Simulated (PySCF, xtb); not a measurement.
CF₂, SMILES F[C]F (connectivity only; charge and spin as stated), charge +1, multiplicity 2.

Harmonic wavenumbers (cm⁻¹) from GFN2-xTB (xtb) at its own minimum, in rising order: 526, 1353, 1709.

**Question.** What does PySCF with PBE0-D3(BJ)/def2-TZVP give at its own minimum? (The exact figures need the calculation; the answer reports its results.)

**Answer.** 651, 1395, 1726. Paired by order, the mean absolute difference is 61 cm⁻¹ and the zero-point energies are 5.1 and 5.4 kcal/mol.
